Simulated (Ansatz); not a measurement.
Ansatz results at the PBE0-D4/def2-TZVP geometry: HOMO–LUMO gap (PBE0/def2-TZVPP) 7.67 eV; LUMO energy (PBE0/def2-TZVPP) -0.30 eV; LUMO energy (B3LYP/def2-TZVPP) -0.52 eV.

Each molecule was computed in one conformer, which needn't be the lowest.

Task: Which molecule gave them?
A. `[SiH3]CC(Cl)Cl`
B. `O[SiH](Cl)[GeH3]`
C. `Nc1ncco1`
D. `[Cl][Al]1[CH2][CH2]1`

Result: B. The others give `[Cl][Al]1[CH2][CH2]1`: 5.22, -0.98, -1.24; `Nc1ncco1`: 6.80, 0.61, 0.32; `[SiH3]CC(Cl)Cl`: 8.48, -0.12, -0.37.

B3LYP here is the variant with VWN-RPA as its local correlation; programs differ in this.
